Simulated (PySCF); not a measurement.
**KSn and its ions**

PBE0; PySCF, scalar-relativistic core potentials, basis sets K def2-SVP, Sn def2-SVP with ECP28. Neutral (UKS): quartet (σ ↑, π ↑↑), Re = 3.280 Å, ωe = 135 cm⁻¹, De = 1.31 eV, HOMO -3.67 eV, LUMO -1.61 eV.

KSn⁺ (UKS): triplet (σ ↑, π ↑), Re = 3.909 Å, ωe = 66.6 cm⁻¹, De = 0.35 eV to K⁺ + Sn. The energies at the minima are -813.96426 hartree for KSn and -813.76850 for KSn⁺.

Task: Work out the adiabatic ionisation energy, without and with harmonic zero-point energies (1 hartree = 27.2114 eV, 1 eV = 8065.5 cm⁻¹), and the change of the bond length.

Result: At PBE0: 0.19576 hartree = 5.327 eV between the minima; the zero-point term (66.6 − 135.0)/2 cm⁻¹ = -0.004 eV makes it 5.323 eV. Re changes by +62.9 pm against the neutral. The electron leaves a π orbital, and the ion is left as a loose complex of an ion and an atom.

Weak bonds: KSn⁺. Basis-set superposition, not corrected here, can be much of De in a small basis, most of all at correlated wavefunction levels. Spin–orbit coupling is left out, which matters for elements this heavy, above all for dissociation energies. For an ion De counts to the pair picked by the measured ionisation energies or electron affinities, which need not be the lowest pair at this level. States were picked by a PBE0 search and need not be the measured ground states.
